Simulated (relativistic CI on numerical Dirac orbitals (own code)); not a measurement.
Spin-allowed bands of a d7 ion in a tetrahedral site, by hand

Problem. A d7 ion in a tetrahedral site has a 4A2 ground term and spin-allowed bands at ν1 = 4800 and ν2 = 8258 cm⁻¹ (from a computed ligand-field model). Find Δ and the Racah parameter B, and predict the third band.

Working.
1. The F term splits into A2 (−1.2Δ), T2 (−0.2Δ) and T1 (+0.6Δ), so ν1 = E(T2) − E(A2) = Δ = 4800 cm⁻¹.
2. T1(F) mixes with T1(P), which lies at 15B, through an element 0.4Δ. The two roots, counted from A2, are ν2,3 = ½(15B + 3Δ) ∓ ½√[(15B − Δ)² + 12BΔ].
3. Solving the lower root for B gives B = (2ν1² + ν2² − 3ν1ν2)/(15ν2 − 27ν1) = -4640636/-5730 = 810 cm⁻¹.
4. The sum of the roots is 15B + 3Δ, so ν3 = 15B + 3ν1 − ν2 = 18290 cm⁻¹ (547 nm).

Check. The bands were computed by exact diagonalisation of the d7 shell with B = 810 and Δ = 4800 cm⁻¹, which gives ν3 = 18292 cm⁻¹. C does not enter the terms of highest spin.
